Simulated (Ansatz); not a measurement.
Correlation energies of `C#[C][Ti]([F])([Cl])[Cl]` by basis set

Cartesian coordinates in Å:
```
C -0.2044 1.1286 -1.7823
C -0.0796 0.4649 -0.7727
Ti 0.1351 -0.6494 0.8682
F 0.7393 -2.2037 0.3959
Cl -1.8180 -0.8232 1.7944
Cl 1.5422 0.3702 2.1655
H -0.3145 1.7126 -2.6690
```

Charge 0, multiplicity 1. Correlated methods include outer-core shells of Ti, which these sets cover unevenly. Scalar relativity is left out up to krypton. The structure was optimised at the PBE0-D4/def2-TZVP level. Frozen core, restricted reference, the Gaussian-basis code of Ansatz.

```json
{"basis": "def2-SVP", "HF (Eh)": "-1942.73620", "MP2 corr.": "-1.01814"}
{"basis": "def2-TZVPP", "HF (Eh)": "-1943.39871", "MP2 corr.": "-1.35686"}
{"basis": "def2-QZVPP", "HF (Eh)": "-1943.44669", "MP2 corr.": "-1.47272"}
```

(1) Estimate the CCSD correlation energy and the (T) correction in each basis where they were run (hartree).

Results:

(1) 
```csv
basis,CCSD corr.,(T)
def2-SVP,-1.03488,-0.05124
def2-TZVPP,-1.37756,-0.07867
```
